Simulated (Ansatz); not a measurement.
C4H6Si can be A, `C#CC(=C)[SiH3]`, or B, `C=CC1=C[SiH2]1`.

Calculated with Ansatz (gas phase, PBE0-D4/def2-TZVP geometries, no zero-point term in ΔE). CBS: MP2 limit from def2 TZ/QZ plus the TZ coupled-cluster correction, frozen cores. DFT in def2-TZVPP. B3LYP here is the variant with VWN-RPA as its local correlation; programs differ in this. Each species was taken in one conformer, which may not be the lowest.

Which isomer does CCSD(T)/CBS put lower? Give the gap. (Estimate.)

Ansatz gave: B, by 1.2 kcal/mol.

Give E(B) − E(A) in kcal/mol with r2SCAN-D4, PBE-D4, HF/def2-TZVPP, CCSD(T)/def2-TZVPP, B3LYP, PBE0-D4, B2PLYP. (Estimate.)

The calculation gave: r2SCAN-D4 -5.0, PBE-D4 -5.6, HF/def2-TZVPP 2.5, CCSD(T)/def2-TZVPP -0.8, B3LYP -0.9, PBE0-D4 -6.4, B2PLYP -0.2. The order is the other way round with HF/def2-TZVPP.

Largest T1 diagnostic: 0.013.

In def2-TZVPP, CCSD(T) changes the Hartree–Fock value by −3.3 kcal/mol (the triples alone add −0.3 kcal/mol) and MP2 by −3.1 kcal/mol. From PBE to PBE0 (25 % exact exchange), in def2-TZVPP and without D4, E(B) − E(A) moves by −0.8 kcal/mol.
